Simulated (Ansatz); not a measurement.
```xyz
10

C     0.0000    0.0000    0.0000
C     1.3012    0.0000    0.0000
C    -0.6506    1.1268    0.0000
C    -0.6506   -1.1268    0.0000
H     1.8184   -0.8614    0.0000
H     1.8184    0.8614    0.0000
H    -1.6552    1.1441    0.0000
H    -0.1633    2.0055    0.0000
H    -1.6552   -1.1441    0.0000
H    -0.1633   -2.0055    0.0000
```

Basis set: cc-pVDZ (spherical functions). Correlated methods keep 4 orbitals frozen. Charge 0, multiplicity 3.

Computed with Ansatz (development build ahead of 0.2.0); each method stands on the lowest determinant of its kind that the runs found.

Task: Give the atomization energy at this shape (free ground-state atoms in the same class of orbitals less the molecule, no zero-point energy) of triplet C₄H₆ by UHF-MP2, UHF.

Result:

```csv
method,atomization energy
UHF-MP2,37.01 eV
UHF,29.82 eV
```

Caution: the shape is not the minimum; the unrestricted determinant is spin contaminated.
